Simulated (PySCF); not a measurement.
Match the calculated data to a structure.

All candidates are C3H10OSi.

* 13C NMR: chemical shifts (computed TMS as zero) by class: 68.2 (1 C), 67.9 (1 C), -9.9 (1 C) ppm [GIAO PBE/pcSseg-2]
* XPS: Si2p3/2 106.3, C1s 290.1, C1s 291.4, C1s 292.1, O1s 538.4, Si1s 1846.1 eV [ΔSCF SCAN, pcX-2 on the ionised atom, pcseg-1 elsewhere, spin-free X2C, 2p3/2 from a spin–orbit splitting computed afterwards within the 2p shell]
* Triplet: lowest triplet excitation (Tamm–Dancoff): 7.21 eV [TDA wB97X-D/def2-SVPD]
* Rotational structure: rotational constants A, B, C: 8.065, 1.941, 1.699 GHz [PBE0-D3(BJ)/def2-SVP]
* Dipole: 1.24 D [wB97X-D/def2-SVPD]
* Polarisability: 71.3 au [wB97X-D/def2-SVPD]
* UV, strongest line: among the 10 lowest singlet transitions: S8 at 8.86 eV (140 nm, f = 0.067) [TDDFT wB97X-D/def2-SVPD]

Gas-phase values; electronic properties from PySCF, density fitting. Levels stand in brackets. Geometry: PBE0-D3(BJ)/def2-SVP, one conformer, isolated molecule. Each NMR value is the plain mean over a class of atoms that symmetry, rotation or inversion makes alike.

Question: Which candidate is it?
A. `CCO[SiH2]C`
B. `[H][Si]([H])(C)OCC`
C. `COC[SiH2]C`
D. `[H][Si](C)(C)OC`

Answer: C. It is `COC[SiH2]C`. Numbering: `[CH3:1][O:2][CH2:3][SiH2:4][CH3:5]`. Its formula, C3H10OSi, gives 0 degrees of unsaturation, so no ring and no π bond. 3 carbons fall into 3 classes; from least to most shielded: sp3 carbon bound to oxygen [C3] (68.2 ppm), methoxy carbon [C1] (67.9 ppm), Si-methyl carbon [C5] (-9.9 ppm). The core levels belong to: Si2p3/2 106.3 eV, SiH2 silicon [Si4]; C1s 290.1 eV, Si-methyl carbon [C5]; C1s 291.4 eV, sp3 carbon bound to oxygen [C3]; C1s 292.1 eV, methoxy carbon [C1]; O1s 538.4 eV, ether oxygen [O2]; Si1s 1846.1 eV, SiH2 silicon [Si4]. The optimised geometry has point group C1 and is an asymmetric top.

The others, at the same levels:
- `[H][Si](C)(C)OC` fails: its computed core binding energies are Si2p3/2 106.7, C1s 290.1 (×2), C1s 292.2, O1s 537.7, Si1s 1846.6 eV, rotational constant A is 5.283 GHz (against 8.065 GHz) and smallest rotational constant is 2.055 GHz (against 1.699 GHz).
- `CCO[SiH2]C` fails: its computed 13C shifts are 67.7 (1 C), 20.8 (1 C), -4.0 (1 C) ppm, core binding energies are Si2p3/2 107.0, C1s 290.3, C1s 290.6, C1s 292.2, O1s 537.7, Si1s 1846.9 eV and strongest line among the 10 lowest singlet transitions is S10 at 9.34 eV (133 nm, f = 0.162) (against S8 at 8.86 eV).
- `[H][Si]([H])(C)OCC` fails: its computed core binding energies are Si2p3/2 107.0, C1s 290.3, C1s 290.6, C1s 292.2, O1s 537.7, Si1s 1846.9 eV, static isotropic polarisability is 69.5 au (against 71.3 au) and rotational constant A is 11.547 GHz (against 8.065 GHz).

Each candidate is one conformer, not necessarily the lowest. The conformers computed, where there is a choice (atom-mapped SMILES and torsion angles):
- `[CH3:1][O:2][CH2:3][SiH2:4][CH3:5]`: C1–O2–C3–Si4 180°, O2–C3–Si4–C5 56°
- `[CH3:1][CH2:2][O:3][SiH2:4][CH3:5]`: C1–C2–O3–Si4 180°, C2–O3–Si4–C5 180°
